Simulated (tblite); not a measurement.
Species: C₇H₇Cl.
Atom-mapped SMILES: `[Cl:1][CH2:2][C:3]1=[CH:4][C@@H:5]2[C@@H:6]3[C@H:7]1[C@H:8]23` (hydrogens: H9, H10 on C2; H11 on C4; H12 on C5; H13 on C6; H14 on C7; H15 on C8)

Computed with GFN2-xTB (tblite), gas phase: Langevin dynamics at 200 K from the optimised GFN2-xTB geometry, time step 0.5 fs, friction 0.01 fs⁻¹, 2000 steps. The instantaneous temperature is 2·E(kin)/(3Nk) with all 3N coordinates.

```json
{"t (fs)": "0", "T (K)": "160", "E(pot) above start (eV)": "0.000", "Cl1–C2 (Å)": "1.806", "C2–C3 (Å)": "1.475", "C3=C4 (Å)": "1.336", "C4–C5 (Å)": "1.487", "C5–C6 (Å)": "1.517", "C2–H9 (Å)": "1.089", "Cl1–C2–C3–C4 (°)": "-109"}
{"t (fs)": "50", "T (K)": "144", "E(pot) above start (eV)": "0.227", "Cl1–C2 (Å)": "1.807", "C2–C3 (Å)": "1.456", "C3=C4 (Å)": "1.334", "C4–C5 (Å)": "1.483", "C5–C6 (Å)": "1.538", "C2–H9 (Å)": "1.087", "Cl1–C2–C3–C4 (°)": "-113"}
{"t (fs)": "100", "T (K)": "140", "E(pot) above start (eV)": "0.248", "Cl1–C2 (Å)": "1.801", "C2–C3 (Å)": "1.471", "C3=C4 (Å)": "1.340", "C4–C5 (Å)": "1.526", "C5–C6 (Å)": "1.463", "C2–H9 (Å)": "1.108", "Cl1–C2–C3–C4 (°)": "-111"}
{"t (fs)": "150", "T (K)": "146", "E(pot) above start (eV)": "0.234", "Cl1–C2 (Å)": "1.769", "C2–C3 (Å)": "1.469", "C3=C4 (Å)": "1.318", "C4–C5 (Å)": "1.466", "C5–C6 (Å)": "1.486", "C2–H9 (Å)": "1.076", "Cl1–C2–C3–C4 (°)": "-116"}
{"t (fs)": "200", "T (K)": "151", "E(pot) above start (eV)": "0.320", "Cl1–C2 (Å)": "1.837", "C2–C3 (Å)": "1.520", "C3=C4 (Å)": "1.320", "C4–C5 (Å)": "1.500", "C5–C6 (Å)": "1.543", "C2–H9 (Å)": "1.106", "Cl1–C2–C3–C4 (°)": "-116"}
{"t (fs)": "250", "T (K)": "171", "E(pot) above start (eV)": "0.288", "Cl1–C2 (Å)": "1.800", "C2–C3 (Å)": "1.462", "C3=C4 (Å)": "1.353", "C4–C5 (Å)": "1.460", "C5–C6 (Å)": "1.508", "C2–H9 (Å)": "1.068", "Cl1–C2–C3–C4 (°)": "-122"}
{"t (fs)": "300", "T (K)": "137", "E(pot) above start (eV)": "0.302", "Cl1–C2 (Å)": "1.845", "C2–C3 (Å)": "1.464", "C3=C4 (Å)": "1.335", "C4–C5 (Å)": "1.519", "C5–C6 (Å)": "1.553", "C2–H9 (Å)": "1.056", "Cl1–C2–C3–C4 (°)": "-107"}
{"t (fs)": "350", "T (K)": "178", "E(pot) above start (eV)": "0.312", "Cl1–C2 (Å)": "1.777", "C2–C3 (Å)": "1.445", "C3=C4 (Å)": "1.348", "C4–C5 (Å)": "1.443", "C5–C6 (Å)": "1.506", "C2–H9 (Å)": "1.140", "Cl1–C2–C3–C4 (°)": "-103"}
{"t (fs)": "400", "T (K)": "183", "E(pot) above start (eV)": "0.324", "Cl1–C2 (Å)": "1.776", "C2–C3 (Å)": "1.489", "C3=C4 (Å)": "1.317", "C4–C5 (Å)": "1.515", "C5–C6 (Å)": "1.499", "C2–H9 (Å)": "1.047", "Cl1–C2–C3–C4 (°)": "-113"}
{"t (fs)": "450", "T (K)": "144", "E(pot) above start (eV)": "0.230", "Cl1–C2 (Å)": "1.865", "C2–C3 (Å)": "1.460", "C3=C4 (Å)": "1.375", "C4–C5 (Å)": "1.470", "C5–C6 (Å)": "1.522", "C2–H9 (Å)": "1.079", "Cl1–C2–C3–C4 (°)": "-101"}
{"t (fs)": "500", "T (K)": "86", "E(pot) above start (eV)": "0.341", "Cl1–C2 (Å)": "1.875", "C2–C3 (Å)": "1.487", "C3=C4 (Å)": "1.318", "C4–C5 (Å)": "1.485", "C5–C6 (Å)": "1.516", "C2–H9 (Å)": "1.093", "Cl1–C2–C3–C4 (°)": "-102"}
{"t (fs)": "550", "T (K)": "184", "E(pot) above start (eV)": "0.216", "Cl1–C2 (Å)": "1.838", "C2–C3 (Å)": "1.495", "C3=C4 (Å)": "1.338", "C4–C5 (Å)": "1.495", "C5–C6 (Å)": "1.510", "C2–H9 (Å)": "1.063", "Cl1–C2–C3–C4 (°)": "-94"}
{"t (fs)": "600", "T (K)": "218", "E(pot) above start (eV)": "0.241", "Cl1–C2 (Å)": "1.788", "C2–C3 (Å)": "1.447", "C3=C4 (Å)": "1.353", "C4–C5 (Å)": "1.478", "C5–C6 (Å)": "1.533", "C2–H9 (Å)": "1.113", "Cl1–C2–C3–C4 (°)": "-96"}
{"t (fs)": "650", "T (K)": "218", "E(pot) above start (eV)": "0.349", "Cl1–C2 (Å)": "1.804", "C2–C3 (Å)": "1.455", "C3=C4 (Å)": "1.318", "C4–C5 (Å)": "1.492", "C5–C6 (Å)": "1.518", "C2–H9 (Å)": "1.103", "Cl1–C2–C3–C4 (°)": "-100"}
{"t (fs)": "700", "T (K)": "230", "E(pot) above start (eV)": "0.453", "Cl1–C2 (Å)": "1.781", "C2–C3 (Å)": "1.444", "C3=C4 (Å)": "1.343", "C4–C5 (Å)": "1.505", "C5–C6 (Å)": "1.516", "C2–H9 (Å)": "1.132", "Cl1–C2–C3–C4 (°)": "-94"}
{"t (fs)": "750", "T (K)": "269", "E(pot) above start (eV)": "0.332", "Cl1–C2 (Å)": "1.779", "C2–C3 (Å)": "1.461", "C3=C4 (Å)": "1.341", "C4–C5 (Å)": "1.494", "C5–C6 (Å)": "1.507", "C2–H9 (Å)": "1.077", "Cl1–C2–C3–C4 (°)": "-96"}
{"t (fs)": "800", "T (K)": "217", "E(pot) above start (eV)": "0.399", "Cl1–C2 (Å)": "1.807", "C2–C3 (Å)": "1.518", "C3=C4 (Å)": "1.339", "C4–C5 (Å)": "1.470", "C5–C6 (Å)": "1.565", "C2–H9 (Å)": "1.111", "Cl1–C2–C3–C4 (°)": "-94"}
{"t (fs)": "850", "T (K)": "258", "E(pot) above start (eV)": "0.250", "Cl1–C2 (Å)": "1.796", "C2–C3 (Å)": "1.478", "C3=C4 (Å)": "1.339", "C4–C5 (Å)": "1.444", "C5–C6 (Å)": "1.544", "C2–H9 (Å)": "1.052", "Cl1–C2–C3–C4 (°)": "-98"}
{"t (fs)": "900", "T (K)": "233", "E(pot) above start (eV)": "0.269", "Cl1–C2 (Å)": "1.806", "C2–C3 (Å)": "1.448", "C3=C4 (Å)": "1.346", "C4–C5 (Å)": "1.452", "C5–C6 (Å)": "1.530", "C2–H9 (Å)": "1.085", "Cl1–C2–C3–C4 (°)": "-101"}
{"t (fs)": "950", "T (K)": "188", "E(pot) above start (eV)": "0.504", "Cl1–C2 (Å)": "1.820", "C2–C3 (Å)": "1.471", "C3=C4 (Å)": "1.332", "C4–C5 (Å)": "1.544", "C5–C6 (Å)": "1.567", "C2–H9 (Å)": "1.090", "Cl1–C2–C3–C4 (°)": "-98"}
{"t (fs)": "1000", "T (K)": "214", "E(pot) above start (eV)": "0.361", "Cl1–C2 (Å)": "1.764", "C2–C3 (Å)": "1.480", "C3=C4 (Å)": "1.320", "C4–C5 (Å)": "1.462", "C5–C6 (Å)": "1.537", "C2–H9 (Å)": "1.108", "Cl1–C2–C3–C4 (°)": "-107"}
```

**Question.** From 500 fs on, how do temperature and potential energy compare with equipartition?

**Answer.** The mean temperature of these 11 frames is 210 K against the target 200 K, and the mean potential energy 0.34 eV against 39 × kT/2 = 0.34 eV for 39 classical harmonic modes. For 15 atoms in a canonical ensemble the temperature itself scatters by T·√(2/(3N)) = 42 K; here its standard deviation is 46 K. The whole run lasts only 10 friction times of 100 fs, so these averages carry a wide statistical error.

**Question.** What are the kinetic and total energies of the listed frame with the highest potential energy?

**Answer.** The one at 950 fs, 0.504 eV above the start. Its kinetic energy is 3NkT/2 = 0.365 eV at 188 K, so the sum is 0.87 eV; over the listed frames the sum runs from 0.31 to 0.90 eV, since the thermostat adds and removes energy.

**Question.** How much do the listed bonds fluctuate from 500 fs on?

**Answer.** 
```tsv
bond	at the start (Å)	mean (Å)	standard deviation (Å)
Cl1–C2	1.806	1.805	0.030
C2–C3	1.475	1.471	0.022
C3=C4	1.336	1.335	0.011
C4–C5	1.487	1.484	0.026
C5–C6	1.517	1.531	0.020
C2–H9	1.089	1.093	0.022
```

The motion is classical and holds no zero-point motion.

The cost below is that of the whole dynamics run. On Intel Xeon at 2.50 GHz, one thread, on a shared host, this took 43 s and 0.18 GiB of memory at its peak.
